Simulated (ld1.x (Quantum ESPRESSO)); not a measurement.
u(r) = r·R(r): atom against pseudo-atom (boron)

Columns: radius, all-electron u(r) and pseudo u(r) of the 2s shell (level -9.92 eV) of boron in the configuration [He] 2s1 2p2; PBE, non-relativistic, TM scheme, ld1.x (Quantum ESPRESSO) 7.5.

| r (bohr) | all-electron | pseudo |
| --- | --- | --- |
| 0.135 | 0.3009 | -0.0542 |
| 0.270 | 0.2510 | -0.1130 |
| 0.405 | 0.0801 | -0.1810 |
| 0.540 | -0.1149 | -0.2620 |
| 0.675 | -0.2937 | -0.3568 |
| 0.810 | -0.4417 | -0.4600 |
| 0.945 | -0.5569 | -0.5592 |
| 1.080 | -0.6407 | -0.6405 |
| 1.215 | -0.6960 | -0.6960 |
| 1.350 | -0.7272 | -0.7272 |
| 1.485 | -0.7386 | -0.7386 |
| 1.620 | -0.7345 | -0.7345 |
| 1.755 | -0.7185 | -0.7185 |
| 1.890 | -0.6938 | -0.6938 |
| 2.025 | -0.6630 | -0.6630 |
| 2.160 | -0.6281 | -0.6281 |
| 2.295 | -0.5909 | -0.5909 |
| 2.430 | -0.5526 | -0.5526 |
| 2.565 | -0.5141 | -0.5141 |
| 2.700 | -0.4762 | -0.4762 |
| 2.835 | -0.4396 | -0.4396 |
| 2.970 | -0.4044 | -0.4044 |
| 3.105 | -0.3710 | -0.3710 |
| 3.240 | -0.3396 | -0.3396 |
| 3.375 | -0.3101 | -0.3101 |
| 3.510 | -0.2827 | -0.2827 |

(1) How many radial nodes do the two functions have?

(2) At about which radius was the pseudo-wave matched?

(3) Is the pseudo-wave norm-conserving?

Answers

(1) The all-electron 2s function has n − l − 1 = 1; the pseudo-wave has 0, since the states of the same l below it are removed with the core.

(2) 1.35 bohr. The columns agree to 0.0005 from 1.08 bohr on; several derivatives are matched, so the curves merge somewhat inside the radius.

(3) Yes: the TM scheme keeps the norm inside the radius equal to the all-electron one, which fixes the energy derivative of the logarithmic derivative at the level.
